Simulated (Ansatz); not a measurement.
Ligand exchange: C3H7Cl + InH2I → C2H4ClI + InH2(CH3)

Species: C3H7Cl `CC(C)Cl`, singlet; InH2I `[InH2][I]`, singlet; C2H4ClI `CC(Cl)I`, singlet; InH2(CH3), singlet. The partners trade CH3 for I: C–CH3 and In–I bonds give way to C–I and In–CH3.

Shapes, held fixed at every level: PBE0-D4/def2-TZVP. Programs: Ansatz 0.2.0. Electronic energies: no zero-point or thermal term.

```json
{"level": "HF/def2-SVP", "kind": "Hartree–Fock", "ΔE (kJ/mol)": "+256.2", "less CCSD(T)/def2-TZVPP": "+59.8"}
{"level": "PBE-D4/def2-TZVPP", "kind": "GGA", "ΔE (kJ/mol)": "+192.0", "less CCSD(T)/def2-TZVPP": "-4.4"}
{"level": "r2SCAN-D4/def2-TZVPP", "kind": "meta-GGA", "ΔE (kJ/mol)": "+205.5", "less CCSD(T)/def2-TZVPP": "+9.1"}
{"level": "PBE0-D4/def2-TZVPP", "kind": "global hybrid", "ΔE (kJ/mol)": "+205.5", "less CCSD(T)/def2-TZVPP": "+9.1"}
{"level": "wB97X-V/def2-TZVPP", "kind": "range-separated hybrid", "ΔE (kJ/mol)": "+205.8", "less CCSD(T)/def2-TZVPP": "+9.4"}
{"level": "MP2/def2-TZVPP", "kind": "perturbation theory", "ΔE (kJ/mol)": "+194.7", "less CCSD(T)/def2-TZVPP": "-1.7"}
{"level": "CCSD(T)/def2-SVP", "kind": "coupled cluster or CI", "ΔE (kJ/mol)": "+226.8", "less CCSD(T)/def2-TZVPP": "+30.4"}
{"level": "CCSD(T)/def2-TZVPP", "kind": "coupled cluster or CI", "ΔE (kJ/mol)": "+196.4", "less CCSD(T)/def2-TZVPP": "0.0"}
```

The highest level, CCSD(T)/def2-TZVPP, gives ΔE = +196.4 kJ/mol; the levels span +192.0 to +256.2. The column of differences is taken from that level and isn't an error. No measured value is set beside it here. For atoms past krypton def2 sets carry core potentials with scalar relativity. Outer-core shells of I, In are correlated in most correlated rows, in sets that cover them unevenly.
